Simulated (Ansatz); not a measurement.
Ansatz (a program for electronic structure) input (HF/6-31G*):

Ansatz 0.2 input:
```yaml
crystal:
  periodic: [false, false, false]
  atoms:
    - {symbol: O, position_ang: [-1.64815883, -1.48906834, 0.48016483]}
    - {symbol: B, position_ang: [-0.88987625, -0.45080982, -0.00894252]}
    - {symbol: O, position_ang: [-1.44158581, 0.42018393, -0.88815644]}
    - {symbol: O, position_ang: [0.38133335, -0.33492655, 0.40487304]}
    - {symbol: Si, position_ang: [1.60876704, 0.72521747, 0.08434574]}
    - {symbol: H, position_ang: [-2.34464032, 0.25227764, -1.11713523]}
    - {symbol: H, position_ang: [1.94595632, 0.70071169, -1.34829321]}
    - {symbol: H, position_ang: [1.22395876, 2.08961849, 0.48068388]}
    - {symbol: H, position_ang: [2.76865831, 0.28888445, 0.87356534]}
basis:
  gaussian:
    orbitals: 6-31G*
hamiltonian:
  xc: {name: HF}
magnetization: {spin_polarized: true, initial_magnetization: 1}
phonons: {temperatures: {t_min: 298.15, t_max: 298.15, t_step: 100}}
```

Output:

```
Functional definition: HF
integrals: 0.03 GiB planned
878 factors; integrals over basis functions are off by at most 6.5e-4 eV
mean field: 0.39 GiB planned
mean field evaluation 1: about -14697.4203 eV, gradient 4.2e1 eV
mean field evaluation 2: about -14697.4919 eV, gradient 4.2e1 eV
mean field evaluation 4: about -14710.7151 eV, gradient 1.2e1 eV
mean field evaluation 8: about -14711.8140 eV, gradient 5.5e-1 eV
mean field evaluation 16: about -14711.8637 eV, gradient 7.8e-1 eV
mean field evaluation 32: about -14712.1151 eV, gradient 6.8e-1 eV
mean field evaluation 64: about -14696.6715 eV, gradient 3.1e1 eV
mean field evaluation 96: about -14707.5672 eV, gradient 1.5e1 eV
mean field evaluation 128: about -14705.6085 eV, gradient 6.1e0 eV
mean field -14712.36348563 eV, -540.6693856989 hartree, gradient 1.0e-5 eV, S^2 0.755929; 2 other end points of the search recorded, 0 dependent functions left out
the calculation of the forces begins
reference -14712.36348563 eV, -540.6693856989 hartree; 24, 23 occupied and 63, 64 virtual orbitals, 878 factors
these checks for a lower state are left out or cut short: stability, starts, cluster_reference, orbital_swaps, neighbouring_geometries, increment
integrals: 0.03 GiB planned
878 factors; integrals over basis functions are off by at most 6.5e-4 eV
mean field: 0.39 GiB planned
mean field evaluation 160: about -14712.3634 eV, gradient 2.4e-6 eV
mean field -14712.36339446 eV, -540.6693823483 hartree, gradient 2.4e-6 eV, S^2 0.755927; 0 other end points of the search recorded, 0 dependent functions left out
the calculation of the forces begins
reference -14712.36339446 eV, -540.6693823483 hartree; 24, 23 occupied and 63, 64 virtual orbitals, 878 factors
these checks for a lower state are left out or cut short: stability, starts, cluster_reference, orbital_swaps, neighbouring_geometries, increment
integrals: 0.03 GiB planned
878 factors; integrals over basis functions are off by at most 6.5e-4 eV
mean field: 0.39 GiB planned
mean field -14712.36339708 eV, -540.6693824444 hartree, gradient 2.5e-6 eV, S^2 0.755931; 0 other end points of the search recorded, 0 dependent functions left out
the calculation of the forces begins
reference -14712.36339708 eV, -540.6693824444 hartree; 24, 23 occupied and 63, 64 virtual orbitals, 878 factors
these checks for a lower state are left out or cut short: stability, starts, cluster_reference, orbital_swaps, neighbouring_geometries, increment
integrals: 0.03 GiB planned
878 factors; integrals over basis functions are off by at most 6.5e-4 eV
mean field: 0.39 GiB planned
mean field -14712.36345555 eV, -540.6693845932 hartree, gradient 1.8e-6 eV, S^2 0.755927; 0 other end points of the search recorded, 0 dependent functions left out
the calculation of the forces begins
reference -14712.36345555 eV, -540.6693845932 hartree; 24, 23 occupied and 63, 64 virtual orbitals, 878 factors
these checks for a lower state are left out or cut short: stability, starts, cluster_reference, orbital_swaps, neighbouring_geometries, increment
integrals: 0.03 GiB planned
878 factors; integrals over basis functions are off by at most 6.5e-4 eV
mean field: 0.39 GiB planned
mean field -14712.36345835 eV, -540.6693846963 hartree, gradient 3.1e-6 eV, S^2 0.755931; 0 other end points of the search recorded, 0 dependent functions left out
the calculation of the forces begins
reference -14712.36345835 eV, -540.6693846963 hartree; 24, 23 occupied and 63, 64 virtual orbitals, 878 factors
these checks for a lower state are left out or cut short: stability, starts, cluster_reference, orbital_swaps, neighbouring_geometries, increment
integrals: 0.03 GiB planned
878 factors; integrals over basis functions are off by at most 6.5e-4 eV
mean field: 0.39 GiB planned
mean field -14712.36328425 eV, -540.6693782981 hartree, gradient 3.4e-6 eV, S^2 0.755928; 0 other end points of the search recorded, 0 dependent functions left out
the calculation of the forces begins
reference -14712.36328425 eV, -540.6693782981 hartree; 24, 23 occupied and 63, 64 virtual orbitals, 878 factors
these checks for a lower state are left out or cut short: stability, starts, cluster_reference, orbital_swaps, neighbouring_geometries, increment
integrals: 0.03 GiB planned
878 factors; integrals over basis functions are off by at most 6.5e-4 eV
mean field: 0.39 GiB planned
mean field evaluation 192: about -14712.3633 eV, gradient 3.2e-6 eV
mean field -14712.36328623 eV, -540.6693783710 hartree, gradient 3.2e-6 eV, S^2 0.755931; 0 other end points of the search recorded, 0 dependent functions left out
the calculation of the forces begins
reference -14712.36328623 eV, -540.6693783710 hartree; 24, 23 occupied and 63, 64 virtual orbitals, 878 factors
[...]
the calculation of the forces begins
reference -14712.36347090 eV, -540.6693851575 hartree; 24, 23 occupied and 63, 64 virtual orbitals, 878 factors
these checks for a lower state are left out or cut short: stability, starts, cluster_reference, orbital_swaps, neighbouring_geometries, increment
integrals: 0.03 GiB planned
878 factors; integrals over basis functions are off by at most 6.5e-4 eV
mean field: 0.39 GiB planned
mean field -14712.36339036 eV, -540.6693821976 hartree, gradient 1.3e-6 eV, S^2 0.755929; 0 other end points of the search recorded, 0 dependent functions left out
the calculation of the forces begins
reference -14712.36339036 eV, -540.6693821976 hartree; 24, 23 occupied and 63, 64 virtual orbitals, 878 factors
these checks for a lower state are left out or cut short: stability, starts, cluster_reference, orbital_swaps, neighbouring_geometries, increment
integrals: 0.03 GiB planned
878 factors; integrals over basis functions are off by at most 6.5e-4 eV
mean field: 0.39 GiB planned
mean field -14712.36339235 eV, -540.6693822707 hartree, gradient 2.9e-6 eV, S^2 0.755930; 0 other end points of the search recorded, 0 dependent functions left out
the calculation of the forces begins
reference -14712.36339235 eV, -540.6693822707 hartree; 24, 23 occupied and 63, 64 virtual orbitals, 878 factors
these checks for a lower state are left out or cut short: stability, starts, cluster_reference, orbital_swaps, neighbouring_geometries, increment
integrals: 0.03 GiB planned
878 factors; integrals over basis functions are off by at most 6.5e-4 eV
mean field: 0.39 GiB planned
mean field -14712.36347379 eV, -540.6693852636 hartree, gradient 3.0e-6 eV, S^2 0.755929; 0 other end points of the search recorded, 0 dependent functions left out
the calculation of the forces begins
reference -14712.36347379 eV, -540.6693852636 hartree; 24, 23 occupied and 63, 64 virtual orbitals, 878 factors
these checks for a lower state are left out or cut short: stability, starts, cluster_reference, orbital_swaps, neighbouring_geometries, increment
integrals: 0.03 GiB planned
878 factors; integrals over basis functions are off by at most 6.5e-4 eV
mean field: 0.39 GiB planned
mean field evaluation 320: about -14712.3635 eV, gradient 2.9e-6 eV
mean field -14712.36347521 eV, -540.6693853158 hartree, gradient 2.9e-6 eV, S^2 0.755929; 0 other end points of the search recorded, 0 dependent functions left out
the calculation of the forces begins
reference -14712.36347521 eV, -540.6693853158 hartree; 24, 23 occupied and 63, 64 virtual orbitals, 878 factors
these checks for a lower state are left out or cut short: stability, starts, cluster_reference, orbital_swaps, neighbouring_geometries, increment
integrals: 0.03 GiB planned
878 factors; integrals over basis functions are off by at most 6.5e-4 eV
mean field: 0.39 GiB planned
mean field -14712.36347747 eV, -540.6693853988 hartree, gradient 2.5e-6 eV, S^2 0.755929; 0 other end points of the search recorded, 0 dependent functions left out
the calculation of the forces begins
reference -14712.36347747 eV, -540.6693853988 hartree; 24, 23 occupied and 63, 64 virtual orbitals, 878 factors
these checks for a lower state are left out or cut short: stability, starts, cluster_reference, orbital_swaps, neighbouring_geometries, increment
integrals: 0.03 GiB planned
878 factors; integrals over basis functions are off by at most 6.5e-4 eV
mean field: 0.39 GiB planned
mean field -14712.36347720 eV, -540.6693853891 hartree, gradient 2.4e-6 eV, S^2 0.755929; 0 other end points of the search recorded, 0 dependent functions left out
the calculation of the forces begins
reference -14712.36347720 eV, -540.6693853891 hartree; 24, 23 occupied and 63, 64 virtual orbitals, 878 factors
these checks for a lower state are left out or cut short: stability, starts, cluster_reference, orbital_swaps, neighbouring_geometries, increment
integrals: 0.03 GiB planned
878 factors; integrals over basis functions are off by at most 6.5e-4 eV
mean field: 0.39 GiB planned
mean field -14712.36342397 eV, -540.6693834328 hartree, gradient 2.9e-6 eV, S^2 0.755929; 0 other end points of the search recorded, 0 dependent functions left out
the calculation of the forces begins
reference -14712.36342397 eV, -540.6693834328 hartree; 24, 23 occupied and 63, 64 virtual orbitals, 878 factors
these checks for a lower state are left out or cut short: stability, starts, cluster_reference, orbital_swaps, neighbouring_geometries, increment
integrals: 0.03 GiB planned
878 factors; integrals over basis functions are off by at most 6.5e-4 eV
mean field: 0.39 GiB planned
mean field -14712.36342341 eV, -540.6693834121 hartree, gradient 2.9e-6 eV, S^2 0.755929; 0 other end points of the search recorded, 0 dependent functions left out
the calculation of the forces begins
reference -14712.36342341 eV, -540.6693834121 hartree; 24, 23 occupied and 63, 64 virtual orbitals, 878 factors
these checks for a lower state are left out or cut short: stability, starts, cluster_reference, orbital_swaps, neighbouring_geometries, increment
integrals: 0.03 GiB planned
878 factors; integrals over basis functions are off by at most 6.5e-4 eV
mean field: 0.39 GiB planned
mean field evaluation 352: about -14712.3635 eV, gradient 1.8e-6 eV
mean field -14712.36345874 eV, -540.6693847108 hartree, gradient 1.8e-6 eV, S^2 0.755929; 0 other end points of the search recorded, 0 dependent functions left out
the calculation of the forces begins
reference -14712.36345874 eV, -540.6693847108 hartree; 24, 23 occupied and 63, 64 virtual orbitals, 878 factors
these checks for a lower state are left out or cut short: stability, starts, cluster_reference, orbital_swaps, neighbouring_geometries, increment
integrals: 0.03 GiB planned
878 factors; integrals over basis functions are off by at most 6.5e-4 eV
mean field: 0.39 GiB planned
mean field -14712.36345848 eV, -540.6693847010 hartree, gradient 1.7e-6 eV, S^2 0.755929; 0 other end points of the search recorded, 0 dependent functions left out
the calculation of the forces begins
reference -14712.36345848 eV, -540.6693847010 hartree; 24, 23 occupied and 63, 64 virtual orbitals, 878 factors
these checks for a lower state are left out or cut short: stability, starts, cluster_reference, orbital_swaps, neighbouring_geometries, increment
integrals: 0.03 GiB planned
878 factors; integrals over basis functions are off by at most 6.5e-4 eV
mean field: 0.39 GiB planned
mean field -14712.36345801 eV, -540.6693846837 hartree, gradient 1.7e-6 eV, S^2 0.755929; 0 other end points of the search recorded, 0 dependent functions left out
the calculation of the forces begins
reference -14712.36345801 eV, -540.6693846837 hartree; 24, 23 occupied and 63, 64 virtual orbitals, 878 factors
these checks for a lower state are left out or cut short: stability, starts, cluster_reference, orbital_swaps, neighbouring_geometries, increment
integrals: 0.03 GiB planned
878 factors; integrals over basis functions are off by at most 6.5e-4 eV
mean field: 0.39 GiB planned
mean field -14712.36345779 eV, -540.6693846755 hartree, gradient 1.7e-6 eV, S^2 0.755929; 0 other end points of the search recorded, 0 dependent functions left out
the calculation of the forces begins
reference -14712.36345779 eV, -540.6693846755 hartree; 24, 23 occupied and 63, 64 virtual orbitals, 878 factors
Total energy: -14712.36348563 eV, -540.6693856989 hartree
Atom 0 at    -1.648159    -1.489068     0.480165 Å, force    -0.000767    -0.000471     0.000055 eV/Å
Atom 1 at    -0.889876    -0.450810    -0.008943 Å, force     0.002158     0.000160     0.000730 eV/Å
Atom 2 at    -1.441586     0.420184    -0.888156 Å, force    -0.000297    -0.000336     0.000138 eV/Å
Atom 3 at     0.381333    -0.334927     0.404873 Å, force     0.000626     0.000916    -0.000449 eV/Å
Atom 4 at     1.608767     0.725217     0.084346 Å, force    -0.000948    -0.000785     0.000222 eV/Å
Atom 5 at    -2.344640     0.252278    -1.117135 Å, force    -0.000424     0.000658    -0.000667 eV/Å
Atom 6 at     1.945956     0.700712    -1.348293 Å, force    -0.000279     0.000053     0.000197 eV/Å
Atom 7 at     1.223959     2.089618     0.480684 Å, force    -0.000121    -0.000252    -0.000204 eV/Å
Atom 8 at     2.768658     0.288884     0.873565 Å, force     0.000051     0.000055    -0.000022 eV/Å
Dipole moment:    -0.109001     0.196095    -0.191941 e Å
Vibrations: 74.87 102.10 110.22 380.05 482.79 494.17 707.67 731.78 800.28 815.48 1048.25 1053.00 1054.06 1083.73 1102.99 1483.28 1565.50 2401.88 2406.75 2422.77 4131.73 cm⁻¹, zero-point energy 1.515914 eV
```

The blocks after the first are displaced geometries, from whose forces the wavenumbers follow.
